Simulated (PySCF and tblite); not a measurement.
Results of a calculation; reference values are marked as such.
Stationary points of C5H4FN3 at B3LYP-D3(BJ)/def2-SVP, in Å:

Structure A

```
 1 C     3.669    0.288   -0.249
 2 C     2.485    0.086   -0.090
 3 C     1.093   -0.157    0.090
 4 N     0.126    0.767   -0.063
 5 C    -1.008    0.091    0.132
 6 C    -2.377    0.687    0.002
 7 F    -3.171   -0.105   -0.798
 8 N    -0.810   -1.188    0.508
 9 N     0.613   -1.362    0.476
10 H     4.719    0.469   -0.388
11 H    -2.283    1.691   -0.438
12 H    -2.855    0.769    0.993
13 H    -0.203   -2.036   -0.174
```

Structure B

```
 1 C     3.593    0.129   -0.371
 2 C     2.395    0.035   -0.216
 3 C     0.994   -0.107   -0.026
 4 N     0.042    0.792   -0.237
 5 C    -1.099    0.137    0.110
 6 C    -2.461    0.736   -0.015
 7 F    -2.890    0.708   -1.330
 8 N    -0.909   -1.113    0.523
 9 N     0.417   -1.256    0.436
10 H     4.654    0.225   -0.513
11 H    -2.438    1.786    0.319
12 H    -3.170    0.162    0.603
13 H     0.868   -2.126    0.698
```

Structure C

```
 1 C     3.763    0.409   -0.085
 2 C     2.579    0.151   -0.067
 3 C     1.183   -0.145   -0.046
 4 N     0.207    0.819    0.024
 5 C    -0.905    0.118    0.020
 6 C    -2.308    0.634    0.079
 7 F    -3.180   -0.438    0.072
 8 N    -0.614   -1.203   -0.048
 9 N     0.714   -1.393   -0.091
10 H     4.812    0.638   -0.101
11 H    -2.517    1.280   -0.791
12 H    -2.461    1.225    0.997
13 H    -1.262   -1.983   -0.066
```

Geometries: B3LYP-D3(BJ)/def2-SVP; energies: PBE0/pcSseg-1 + D3(BJ); zero-point and thermal terms from GFN2-xTB harmonic modes (soft modes blended into free rotors).

Which structure is a saddle point, and along which motion?

A: one imaginary mode (1709i cm⁻¹ at GFN2-xTB, mostly on H13), along the shift of hydrogen on N9 from N9 to N8.

Give their symmetry and energies above the lowest.

A C1, 55.4 kcal/mol; B C1, 0.6 kcal/mol; C Cs, 0.0 kcal/mol.

Tunnelling of the moving H, left out here, will speed the real process. In real samples such hydrogens mostly exchange between molecules or through solvent, far faster than by this path.
